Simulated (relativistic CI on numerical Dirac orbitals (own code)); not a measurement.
## Hf²⁺: resonant inelastic scattering at the L2,3 edge

Computed with this model: Dirac-Coulomb-Breit CI, separate exchange-only KLI orbitals for each configuration, model QED, Kramers-Heisenberg scattering through one core-hole configuration in a parametric crystal field, unscaled Slater integrals; configurations [Xe] 4f14 5d2 → [He] 2s2 2p5 3s2 3p6 3d10 4s2 4p6 4d10 4f14 5s2 5p6 5d3; 300 K; core-hole width 7.5 eV; summed over polarisations. Incident energies are the highest absorption maxima for each field (at most a few, so the weaker spin-orbit partner edge can be absent), on the computed scale of the free ion. Intensities are in per cent of the strongest line above 0.02 eV; levels within 1 cm⁻¹ are merged; final levels count from the ground level, the first row holds all elastic scattering, lines under 0.4 are left out and each table stops after 24 rows. The scale of the Slater integrals is a model choice and moves the terms in proportion.

Field parameters in Wybourne normalisation: D3d B²₀ = −7Dσ, B⁴₀ = −14Dq − 21Dτ, B⁴₃ = −14√(10/7) Dq. The field is a parameter set, without covalency.

S is read from ⟨S²⟩ = S(S + 1).

D3d, 10Dq = 31400, Dσ = -1200, Dτ = -320 cm⁻¹:

```
Final level (eV)  Degeneracy  Irrep     S  9559.5 eV  10738 eV
           0.000           1     A1  0.99     4497.6     691.2
           0.012           2      E  1.00        1.4       5.4
           0.569           2      E  0.97       69.6      39.4
           0.697           2      E  1.00       67.3      23.9
           0.790           1     A2  1.00       13.5       7.4
           0.803           1     A1  1.00       14.2      18.1
           1.149           2      E  0.08       46.4      38.8
           1.713           1     A1  0.03       32.6      29.4
           1.832           2      E  0.03       29.7      25.2
           3.396           1     A1  0.03        9.3      11.5
           3.793           1     A2  1.00       62.3      13.6
           3.801           2      E  1.00      100.0      23.1
           3.989           1     A1  1.00       48.5      12.9
           3.989           1     A2  1.00       28.3       5.6
           4.045           2      E  1.00       72.8      19.9
           4.101           2      E  1.00       32.6      20.6
           4.727           1     A1  0.97       28.2      11.7
           4.750           2      E  1.00       42.1      23.2
           5.072           1     A1  0.26       11.2       8.6
           5.128           2      E  0.31       30.4      15.9
           5.223           1     A2  0.89        9.9       2.1
           5.297           1     A1  0.91        8.5       2.2
           5.299           2      E  0.99       20.2       3.7
           5.359           2      E  0.87        7.4       5.7
```

D3d, 10Dq = 31400, Dσ = -860, Dτ = -320 cm⁻¹:

```tsv
Final level (eV)	Degeneracy	Irrep	S	9559.5 eV	10738 eV
0.000	1	A1	1.00	4473.2	677.5
0.012	2	E	1.00	1.4	6.0
0.474	2	E	0.98	68.6	37.5
0.601	2	E	1.00	66.7	22.5
0.687	1	A2	1.00	13.9	6.9
0.704	1	A1	1.00	13.8	18.3
1.159	2	E	0.07	47.4	41.8
1.676	1	A1	0.03	29.8	26.6
1.727	2	E	0.03	29.1	23.9
3.225	1	A1	0.03	12.0	15.0
3.764	1	A2	1.00	62.4	13.7
3.775	2	E	1.00	100.0	23.4
3.938	1	A1	1.00	46.0	12.5
3.941	1	A2	1.00	24.9	5.6
3.993	2	E	1.00	68.4	19.0
4.043	2	E	1.00	31.3	19.7
4.717	1	A1	0.96	26.6	12.3
4.739	2	E	1.00	40.8	24.0
5.014	1	A1	0.45	10.7	8.3
5.068	2	E	0.55	30.0	13.7
5.097	1	A2	0.96	9.4	1.8
5.168	2	E	0.98	24.8	4.2
5.186	1	A1	0.79	10.5	3.0
5.256	2	E	0.70	8.7	8.4
```

D3d, 10Dq = 31400, Dσ = -510, Dτ = -320 cm⁻¹:

| Final level (eV) | Degeneracy | Irrep | S | 9559.4 eV | 10738 eV |
| --- | --- | --- | --- | --- | --- |
| 0.000 | 1 | A1 | 1.00 | 4511.6 | 670.8 |
| 0.012 | 2 | E | 1.00 | 1.6 | 6.8 |
| 0.380 | 2 | E | 0.98 | 70.0 | 36.6 |
| 0.506 | 2 | E | 1.00 | 68.3 | 21.0 |
| 0.585 | 1 | A2 | 1.00 | 14.8 | 6.3 |
| 0.607 | 1 | A1 | 1.00 | 13.5 | 18.9 |
| 1.172 | 2 | E | 0.05 | 50.1 | 45.3 |
| 1.622 | 2 | E | 0.03 | 29.3 | 22.6 |
| 1.623 | 1 | A1 | 0.03 | 27.2 | 23.3 |
| 3.070 | 1 | A1 | 0.03 | 15.9 | 19.7 |
| 3.738 | 1 | A2 | 1.00 | 63.1 | 13.9 |
| 3.751 | 2 | E | 1.00 | 100.0 | 23.9 |
| 3.886 | 1 | A1 | 1.00 | 43.4 | 12.2 |
| 3.893 | 1 | A2 | 1.00 | 21.1 | 5.8 |
| 3.939 | 2 | E | 1.00 | 63.8 | 18.4 |
| 3.982 | 2 | E | 1.00 | 29.8 | 18.9 |
| 4.708 | 1 | A1 | 0.97 | 24.5 | 13.4 |
| 4.730 | 2 | E | 1.00 | 38.7 | 25.3 |
| 4.937 | 1 | A1 | 0.69 | 11.1 | 7.2 |
| 4.972 | 1 | A2 | 0.98 | 9.9 | 2.1 |
| 4.984 | 2 | E | 0.78 | 28.5 | 11.6 |
| 5.045 | 2 | E | 0.98 | 29.9 | 4.5 |
| 5.107 | 1 | A1 | 0.59 | 12.1 | 4.7 |
| 5.187 | 2 | E | 0.46 | 11.7 | 11.5 |

For the first field the strongest loss at the lowest incident energy is the level at 3.80 eV (S = 1.00, against 1.00 in the thermal ground state). Levels of other spin, the first over 8 % at 1.15 eV, appear because spin-orbit coupling of the core hole, and in heavier ions of the valence shell too, mixes spins.
